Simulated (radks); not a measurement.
Excited configurations of Tl XXXV: one electron is placed in a higher orbital outside [Kr] 4d10. The ground configuration is [Kr] 4d10 4f1. All-electron calculation, scalar-relativistic Kohn-Sham, BLYP, spin-polarised, spherical densities, finite nucleus; open shells are filled with parallel spins first (spin-orbit coupling, left out, can overturn this in heavy ions); Fermi nuclear charge, rms radius 5.4759 fm. Program: a radial shooting solver on a logarithmic mesh with Libxc functionals. Excitation = E - E(ground); binding = E(ion) - E, where the ion is the core of charge +35; n* = 35/sqrt(2 binding) in atomic units. These energies are relativistic, and a one-electron ion of charge +35 with no core already has n* below n in this formula (scalar-relativistic equation, point nucleus: 5s 4.972, 5p 4.983, 6s 5.971, 6d 5.991, 7s 6.970, 7p 6.982, 7d 6.990, 7f 6.994). The quantum defect is therefore taken as that value minus n*, so that it holds no relativistic shift of the bare ion.

outer orbital  excitation (eV)  binding (eV)     n*  quantum defect  eigenvalue (eV)  <r> (bohr)
5s                      236.75        1094.1  3.903           1.069          -1078.2      0.6649
5p                      327.92        1003.0  4.076           0.907          -987.96      0.6988
6s                      639.63        691.27  4.910           1.061          -682.40       1.046
6d                      742.28        588.61  5.321           0.670          -580.37       1.144
7s                      853.48        477.41  5.909           1.062          -471.22       1.509
7p                      880.75        450.15  6.085           0.897          -444.26       1.574
7d                      913.76        417.14  6.321           0.669          -411.56       1.644
7f                      946.54        384.35  6.585           0.409          -378.84       1.699

The Delta-SCF ionisation energy is 1330.9 eV (NIST Atomic Spectra Database: 1350 eV, theoretical). Self-interaction in the functional shifts the binding energies and quantum defects, so they are the method's values and not measured ones. Open shells are spherical and high-spin; term and fine-structure splittings are not resolved. Spin-orbit splitting is averaged out at the scalar-relativistic level.
